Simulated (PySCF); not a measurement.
## Radial density of Pt⁺ (platinum, charge +1)

r2SCAN, [Xe] 4f14 5d8 6s1, high-spin 4F determinant (an excited configuration). Computed with PySCF 2.14 in ANO-RCC-VTZP, with the spin-free X2C one-electron Hamiltonian (Gaussian nucleus).

```json
{"r (bohr)": "0.0192", "4πr²ρ (e/bohr)": "96.02", "4πr²(ρα − ρβ)": "-0.0016"}
{"r (bohr)": "0.0323", "4πr²ρ (e/bohr)": "112.2", "4πr²(ρα − ρβ)": "0.0075"}
{"r (bohr)": "0.0543", "4πr²ρ (e/bohr)": "145.5", "4πr²(ρα − ρβ)": "0.0500"}
{"r (bohr)": "0.0914", "4πr²ρ (e/bohr)": "112.3", "4πr²(ρα − ρβ)": "0.1308"}
{"r (bohr)": "0.154", "4πr²ρ (e/bohr)": "134.2", "4πr²(ρα − ρβ)": "0.0679"}
{"r (bohr)": "0.259", "4πr²ρ (e/bohr)": "72.86", "4πr²(ρα − ρβ)": "0.1049"}
{"r (bohr)": "0.435", "4πr²ρ (e/bohr)": "82.21", "4πr²(ρα − ρβ)": "0.1848"}
{"r (bohr)": "0.732", "4πr²ρ (e/bohr)": "27.66", "4πr²(ρα − ρβ)": "0.3845"}
{"r (bohr)": "1.23", "4πr²ρ (e/bohr)": "14.24", "4πr²(ρα − ρβ)": "1.5444"}
{"r (bohr)": "2.07", "4πr²ρ (e/bohr)": "3.546", "4πr²(ρα − ρβ)": "1.1667"}
{"r (bohr)": "3.48", "4πr²ρ (e/bohr)": "0.4612", "4πr²(ρα − ρβ)": "0.2847"}
{"r (bohr)": "5.86", "4πr²ρ (e/bohr)": "0.009469", "4πr²(ρα − ρβ)": "0.0067"}
{"r (bohr)": "9.85", "4πr²ρ (e/bohr)": "5.457e-05", "4πr²(ρα − ρβ)": "0.0001"}
```

Densities and radii are taken from the X2C orbitals without a picture-change correction, which distorts them close to the nucleus.

Spin-orbit coupling, absent here, splits the open shell strongly.
